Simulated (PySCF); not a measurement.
C6H18NSi, charge +1, singlet, geometry from GFN2-xTB; PySCF with MN15/STO-3G.

Here is a job for PySCF.
```python
from pyscf import gto, scf, dft

mol = gto.M(
    atom='''
C    -2.44158447   -0.47259998   -0.84144908
C    -1.38377505    0.42128854   -0.20783463
C    -1.73863077    0.73716648    1.23735969
N    -0.03310401   -0.22980527   -0.36168150
Si    0.45371572   -1.41503465    1.02917220
C     1.01927492    0.72867460   -0.84438929
C     2.24028155   -0.02599562   -1.35083361
C     1.41401906    1.74508257    0.21320984
H    -2.51594642   -1.42669558   -0.32556153
H    -2.22926365   -0.65454190   -1.89371515
H    -3.41231782    0.01209833   -0.78351925
H    -1.34826911    1.36166465   -0.76867485
H    -0.96095528    1.30642068    1.73599187
H    -1.94130553   -0.16588165    1.80803622
H    -2.64395264    1.33976029    1.24706630
H    -0.15384152   -0.86414291   -1.15599135
H     0.78441183   -0.58117691    2.16992428
H     1.55508762   -2.16694785    0.44665064
H    -0.74176644   -2.23455858    1.16638405
H     0.57543820    1.26319539   -1.69410042
H     2.83759342   -0.41669568   -0.53146549
H     2.86826675    0.65667093   -1.91753761
H     1.96260827   -0.84267222   -2.01428777
H     2.15213112    2.41998132   -0.21254861
H     0.56953383    2.34730385    0.53387949
H     1.86474402    1.26364066    1.07645148
''',
    basis='sto-3g',
    charge=1,
    verbose=5,
)

mf = dft.RKS(mol)
mf.xc = 'mn15'
mf.kernel()
```

What the program printed (banner, timings and long lists left out):

```
PySCF version 2.14.0

[INPUT] verbose = 5
[INPUT] max_memory = 4000
[INPUT] num. atoms = 26
[INPUT] num. electrons = 74
[INPUT] charge = 1
[INPUT] spin (= nelec alpha-beta = 2S) = 0
[INPUT] symmetry False subgroup None
[INPUT] Mole.unit = angstrom
[INPUT] Symbol           X                Y                Z      unit          X                Y                Z       unit  Magmom
[...]
[INPUT] ---------------- BASIS SET ----------------
[INPUT] l, kappa, [nprim/nctr], expnt,             c_1 c_2 ...
[INPUT] H
[...]
                                0.62391373        0.53532814
                                0.1688554         0.44463454
[INPUT] C
[...]
                                13.045096         0.53532814
                                3.5305122         0.44463454
[...]
                                0.6834831         0.39951283
                                0.2222899         0.70011547
[...]
                                0.6834831         0.60768372
                                0.2222899         0.39195739
[INPUT] Si
[...]
                                74.28083305       0.5353281423
                                20.10329229       0.4446345422
[...]
                                5.389706871       0.3995128261
                                1.752899952       0.7001154689
[...]
                                0.4125648801      0.2255954336
                                0.1614750979      0.900398426
[...]
                                5.389706871       0.6076837186
                                1.752899952       0.3919573931
[...]
                                0.4125648801      0.5951670053
                                0.1614750979      0.462001012
[INPUT] N
[...]
                                18.052312         0.53532814
                                4.8856602         0.44463454
[...]
                                0.8784966         0.39951283
                                0.2857144         0.70011547
[...]
                                0.8784966         0.60768372
                                0.2857144         0.39195739

nuclear repulsion = 520.219536198675
number of shells = 44
number of NR pGTOs = 186
number of NR cGTOs = 62
basis = sto-3g
ecp = {}

******** <class 'pyscf.dft.rks.RKS'> ********
method = RKS
initial guess = minao
damping factor = 0
level_shift factor = 0
DIIS = <class 'pyscf.scf.diis.CDIIS'>
diis_start_cycle = 1
diis_space = 8
diis_damp = 0
SCF conv_tol = 1e-09
SCF conv_tol_grad = None
SCF max_cycles = 50
direct_scf = True
direct_scf_tol = 1e-13
XC library pyscf.dft.libxc version 7.1.2
    S. Lehtola, C. Steigemann, M. J. T. Oliveira, and M. A. L. Marques,  SoftwareX 7, 1–5 (2018)
XC functionals = mn15
    H. S. Yu, X. He, S. L. Li, and D. G. Truhlar,  Chem. Sci. 7, 5032–5051 (2016)
    H. S. Yu, X. He, S. L. Li, and D. G. Truhlar,  Chem. Sci. 7, 5032–5051 (2016)
radial grids:
    Treutler-Ahlrichs [JCP 102, 346 (1995); DOI:10.1063/1.469408] (M4) radial grids

becke partition: Becke, JCP 88, 2547 (1988); DOI:10.1063/1.454033
pruning grids: <function nwchem_prune>
grids dens level: 3
symmetrized grids: False
atomic radii adjust function: <function treutler_atomic_radii_adjust>
small_rho_cutoff = 0
Set gradient conv threshold to 3.16228e-05
Initial guess from minao.
atom C rad-grids = 75, ang-grids = [ 50  50  50  50  50  50  50  50  50  50  50  50  50  50  50  50  50  50
  50  50  50  50  86  86  86  86  86  86  86  86  86  86 266 266 266 266
 266 266 302 302 302 302 302 302 302 302 302 302 302 302 302 302 302 302
 302 302 302 302 266 266 266 266 266 266 266 266 266 266 266 266 266 266
 266 266 266]
atom N rad-grids = 75, ang-grids = [ 50  50  50  50  50  50  50  50  50  50  50  50  50  50  50  50  50  50
  50  50  50  50  50  86  86  86  86  86  86  86  86  86  86 266 266 266
 266 266 266 266 302 302 302 302 302 302 302 302 302 302 302 302 302 302
 302 302 302 302 302 302 266 266 266 266 266 266 266 266 266 266 266 266
 266 266 266]
atom Si rad-grids = 80, ang-grids = [ 50  50  50  50  50  50  50  50  50  50  50  50  50  50  50  50  50  50
  50  50  50  50  50  86  86  86  86  86  86  86  86  86  86  86  86  86
 350 350 350 350 350 350 350 350 434 434 434 434 434 434 434 434 434 434
 434 434 434 434 434 434 434 434 350 350 350 350 350 350 350 350 350 350
 350 350 350 350 350 350 350 350]
atom H rad-grids = 50, ang-grids = [ 50  50  50  50  50  50  50  50  50  50  50  50  50  50  50  86  86  86
  86 266 266 266 266 266 302 302 302 302 302 302 302 302 302 302 302 302
 302 266 266 266 266 266 266 266 266 266 266 266 266 266]
tot_boxes 4864, boxes in each direction [17 14 14]
Padding 2 grids
tot grids = 294336
nelec by numeric integration = 74.49737065629465
E1 = -1815.5811764888251  E2 = 720.4735314271408  Ecoul = 785.5678505730567  Exc = -65.09431914591592
init E= -574.88810886301
cond(S) = 13.321119629053499
[...]
  mo_energy =
[-64.24698112 -13.98676787  -9.85324395  -9.85156483  -9.85027032
  -9.84886878  -9.84470025  -9.84381522  -4.89475878  -3.39656023
  -3.39618326  -3.39395613  -1.24620408  -1.07376595  -0.9715579
  -0.90395418  -0.88909634  -0.74323596  -0.71471042  -0.63556462
  -0.57845835  -0.56389094  -0.53921708  -0.50155147  -0.47699736
  -0.45943855  -0.45375996  -0.43821456  -0.42933813  -0.42245764
  -0.39577285  -0.39431517  -0.38182911  -0.3732872   -0.36609104
  -0.34993034  -0.34171122   0.12120812   0.18097583   0.2043087
   0.21261744   0.25087367   0.28083787   0.28474231   0.29507698
   0.30075086   0.31945936   0.33337193   0.35725973   0.36161812
   0.36900521   0.37940751   0.387162     0.40056065   0.41236552
   0.41416946   0.41627789   0.42486228   0.42898254   0.43734679
   0.46084852   0.46988177]
nelec by numeric integration = 73.9999807537331
E1 = -1805.9758456977079  E2 = 711.6384337451395  Ecoul = 775.8855755954947  Exc = -64.24714185035526
cycle= 1 E= -574.117875753894  delta_E= 0.77  |g|= 0.285  |ddm|= 5.83
[...]
  mo_energy =
[...]
 -6.11326638e-01 -5.87752665e-01 -5.79347250e-01 -5.70673585e-01
 -5.60935983e-01 -5.58173566e-01 -5.44528624e-01 -5.41208522e-01
 -5.30056634e-01 -5.23546628e-01 -5.19413494e-01 -5.13664276e-01
 -5.06292804e-01  1.58266642e-02  9.46430734e-02  1.13759842e-01
  1.20705213e-01  1.48223993e-01  1.78264355e-01  1.85998589e-01
  2.21555527e-01  2.36419521e-01  2.55980692e-01  2.73933238e-01
  2.92391115e-01  2.99240024e-01  3.20469493e-01  3.27090902e-01
  3.38001953e-01  3.48665721e-01  3.57572837e-01  3.63776120e-01
  3.74083379e-01  3.74391412e-01  3.84702731e-01  3.90914720e-01
  4.04355508e-01  4.22393452e-01]
nelec by numeric integration = 73.99998263496157
E1 = -1807.3621025489554  E2 = 712.9923281972835  Ecoul = 777.2284174337055  Exc = -64.23608923642198
cycle= 5 E= -574.150238152997  delta_E= -3.6e-05  |g|= 0.00259  |ddm|= 0.0171
[...]
  mo_energy =
[-6.45292669e+01 -1.41164564e+01 -1.00266757e+01 -1.00255477e+01
 -9.94219499e+00 -9.94216062e+00 -9.94082890e+00 -9.93964722e+00
 -5.12729595e+00 -3.64002680e+00 -3.63445842e+00 -3.63436991e+00
 -1.18602443e+00 -9.94332455e-01 -9.48345739e-01 -8.78772468e-01
 -8.65117728e-01 -8.15960755e-01 -7.84316178e-01 -7.52247454e-01
 -7.00955298e-01 -6.93994608e-01 -6.54779456e-01 -6.23230474e-01
 -6.11545292e-01 -5.87779929e-01 -5.79414674e-01 -5.70811569e-01
 -5.60970716e-01 -5.58238626e-01 -5.44606551e-01 -5.41313700e-01
 -5.30101601e-01 -5.23607594e-01 -5.19465668e-01 -5.13805617e-01
 -5.06347115e-01  1.53444968e-02  9.44942442e-02  1.13684147e-01
  1.20465058e-01  1.47649373e-01  1.78106768e-01  1.85892893e-01
  2.21508424e-01  2.36399900e-01  2.55983251e-01  2.73850283e-01
  2.92266770e-01  2.99185418e-01  3.20431562e-01  3.27030507e-01
  3.37904423e-01  3.48557619e-01  3.57525977e-01  3.63724361e-01
  3.74042271e-01  3.74382426e-01  3.84734506e-01  3.90870081e-01
  4.04390276e-01  4.22385086e-01]
nelec by numeric integration = 73.99998261693314
E1 = -1807.3743560746493  E2 = 713.0045798116964  Ecoul = 777.2412511668135  Exc = -64.23667135511704
cycle= 6 E= -574.150240064278  delta_E= -1.91e-06  |g|= 0.000281  |ddm|= 0.00341
[...]
  mo_energy =
[-6.45289845e+01 -1.41163956e+01 -1.00267937e+01 -1.00256625e+01
 -9.94216368e+00 -9.94213012e+00 -9.94084732e+00 -9.93968800e+00
 -5.12708556e+00 -3.63981211e+00 -3.63424748e+00 -3.63415849e+00
 -1.18606108e+00 -9.94357974e-01 -9.48366297e-01 -8.78780408e-01
 -8.65119986e-01 -8.15969988e-01 -7.84329926e-01 -7.52263422e-01
 -7.00971518e-01 -6.94008405e-01 -6.54788511e-01 -6.23247123e-01
 -6.11533668e-01 -5.87782953e-01 -5.79408197e-01 -5.70816111e-01
 -5.60964693e-01 -5.58231502e-01 -5.44593142e-01 -5.41302117e-01
 -5.30075521e-01 -5.23621297e-01 -5.19479339e-01 -5.13818990e-01
 -5.06357401e-01  1.54134042e-02  9.44924632e-02  1.13699955e-01
  1.20459585e-01  1.47566444e-01  1.78137148e-01  1.85922628e-01
  2.21479632e-01  2.36369963e-01  2.55954816e-01  2.73824280e-01
  2.92226170e-01  2.99164088e-01  3.20436510e-01  3.27032515e-01
  3.37896282e-01  3.48535899e-01  3.57514415e-01  3.63715166e-01
  3.74037972e-01  3.74375942e-01  3.84738074e-01  3.90870801e-01
  4.04367604e-01  4.22385483e-01]
nelec by numeric integration = 73.99998261862525
E1 = -1807.3733143512582  E2 = 713.0035380619033  Ecoul = 777.2401703708391  Exc = -64.23663230893578
cycle= 7 E= -574.15024009068  delta_E= -2.64e-08  |g|= 2.69e-05  |ddm|= 0.000446
[...]
  mo_energy =
[-6.45289895e+01 -1.41163977e+01 -1.00267878e+01 -1.00256558e+01
 -9.94217333e+00 -9.94214230e+00 -9.94083982e+00 -9.93966783e+00
 -5.12708969e+00 -3.63981603e+00 -3.63425142e+00 -3.63416282e+00
 -1.18605858e+00 -9.94356027e-01 -9.48364349e-01 -8.78780011e-01
 -8.65118776e-01 -8.15968383e-01 -7.84329706e-01 -7.52262993e-01
 -7.00969280e-01 -6.94007374e-01 -6.54786856e-01 -6.23244511e-01
 -6.11534340e-01 -5.87783608e-01 -5.79409708e-01 -5.70815392e-01
 -5.60963152e-01 -5.58232726e-01 -5.44593222e-01 -5.41302971e-01
 -5.30075498e-01 -5.23619707e-01 -5.19476398e-01 -5.13816982e-01
 -5.06356536e-01  1.54128183e-02  9.44941221e-02  1.13698622e-01
  1.20461526e-01  1.47568934e-01  1.78137921e-01  1.85921430e-01
  2.21482025e-01  2.36372272e-01  2.55955970e-01  2.73827172e-01
  2.92227959e-01  2.99165327e-01  3.20435730e-01  3.27032467e-01
  3.37896601e-01  3.48539150e-01  3.57516189e-01  3.63713941e-01
  3.74036423e-01  3.74377078e-01  3.84738750e-01  3.90868514e-01
  4.04368749e-01  4.22387661e-01]
nelec by numeric integration = 73.99998261853996
E1 = -1807.3733023424502  E2 = 713.0035260528393  Ecoul = 777.2401574882252  Exc = -64.23663143538585
cycle= 8 E= -574.150240090936  delta_E= -2.56e-10  |g|= 1.01e-05  |ddm|= 5.43e-05
[...]
  mo_energy =
[-6.45289915e+01 -1.41163964e+01 -1.00267875e+01 -1.00256573e+01
 -9.94216845e+00 -9.94213593e+00 -9.94084496e+00 -9.93967991e+00
 -5.12709095e+00 -3.63981729e+00 -3.63425273e+00 -3.63416408e+00
 -1.18605772e+00 -9.94356231e-01 -9.48365106e-01 -8.78779770e-01
 -8.65119655e-01 -8.15968725e-01 -7.84329520e-01 -7.52262886e-01
 -7.00969360e-01 -6.94007479e-01 -6.54787169e-01 -6.23244809e-01
 -6.11534491e-01 -5.87783842e-01 -5.79409733e-01 -5.70815442e-01
 -5.60964937e-01 -5.58233119e-01 -5.44593235e-01 -5.41302986e-01
 -5.30075725e-01 -5.23619836e-01 -5.19477146e-01 -5.13817407e-01
 -5.06356666e-01  1.54129006e-02  9.44941696e-02  1.13699301e-01
  1.20461397e-01  1.47570156e-01  1.78137543e-01  1.85921889e-01
  2.21481540e-01  2.36371487e-01  2.55955670e-01  2.73825487e-01
  2.92228637e-01  2.99165211e-01  3.20434943e-01  3.27031763e-01
  3.37896345e-01  3.48539380e-01  3.57515199e-01  3.63714570e-01
  3.74036444e-01  3.74375320e-01  3.84737319e-01  3.90869442e-01
  4.04368556e-01  4.22385423e-01]
nelec by numeric integration = 73.99998261844118
E1 = -1807.373327509657  E2 = 713.0035512200267  Ecoul = 777.240183342819  Exc = -64.23663212279239
Extra cycle  E= -574.150240090956  delta_E= -1.96e-11  |g|= 6.68e-06  |ddm|= 2.24e-05
converged SCF energy = -574.150240090956
```
